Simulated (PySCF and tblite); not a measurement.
Results of a calculation; reference values are marked as such.
C8H5BrO, numbered as in [Br:1][c:2]1[cH:3][cH:4][c:5]2[o:6][cH:7][cH:8][c:9]2[cH:10]1.

The ensemble was built from 45 distance-geometry starts (ETKDG and KDG, MMFF94s, GFN2-xTB) and rests on GFN2-xTB geometries. Energies: PBE0-D3(BJ)/pcSseg-1, with GFN2-xTB thermal terms (modes under about 100 cm⁻¹ blended into free rotors). Symmetry numbers and mirror images are counted. Conformers within 2.5 kcal/mol (GFN2-xTB free energy) were kept, 2 at most. GIAO shieldings: PBE0/pcSseg-1. Shifts are against TMS (¹H), TMS (¹³C) at the same level. Run with PySCF (density fitting) and tblite.

Question: Predict the averaged NMR shifts at 298.15 K.

Answer: ¹H: 8.11 (H10, 1H), 7.76 (H7, 1H), 7.72 (H3, 1H), 7.68 (H4, 1H), 7.00 (H8, 1H) ppm. ¹³C: 159.5 (C5), 152.0 (C7), 137.7 (C2), 135.7 (C9), 132.3 (C3), 129.5 (C10), 117.6 (C4), 112.8 (C8) ppm.

Spin–orbit effects of the heavy atoms on shieldings are missing. At a carbon that bears Br the missing effect is some 10 ppm, beside I tens of ppm. Shifts are unscaled: against experiment ¹³C can be off by 15 ppm or more and ¹H by 0.8 ppm.
